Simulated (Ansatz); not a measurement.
System: ethynyl(prop-2-ynyl)silane, C5H6Si, net charge 0, singlet state. SMILES: C#CC[SiH2]C#C
Structure (B3LYP-D3(BJ)/def2-TZVP (Ansatz, a first-principles code) minimum search):
```
Si
H 1 1.4768
H 1 1.4768 2 110.09
C 1 1.8277 2 109.23 3 -119.93
C 4 1.2060 3 149.52 1 -177.90
H 5 1.0639 3 158.68 1 -178.90
C 1 1.8940 2 109.77 3 120.95
H 7 1.0936 1 108.59 2 61.44
H 7 1.0936 8 106.98 1 -117.03
C 7 1.4491 8 110.92 9 -121.10
C 10 1.2009 9 152.41 7 -174.28
H 11 1.0619 8 161.89 7 178.22
```
Charge 0, spin multiplicity 1.

Property: vertical ionisation energy (to the doublet state of charge +1; each state is the SCF solution reached for its spin), in eV. Cores are frozen in the correlated levels unless marked. UHF or UKS for open shells. Spin-orbit coupling is left out. Non-relativistic. Basis-set limits of correlation are two-point, X^-3; Hartree-Fock from the larger set. The bracket is a focal-point correction in the basis named.

```
level               program  vertical ionisation energy (eV)
------------------  -------  -------------------------------
HF/aug-cc-pV(D+d)Z   Ansatz                             8.70
HF/aug-cc-pV(T+d)Z   Ansatz                             8.66
```

**Question.** Estimate the value at RI-MP2/CBS(aug-cc-pV(T+d)Z,aug-cc-pV(Q+d)Z)+[CCSD(T)-MP2]/aug-cc-pV(T+d)Z as computed with Ansatz.

**Answer.** 10.02 eV, so HF/aug-cc-pV(T+d)Z differs from it by -1.36 eV.
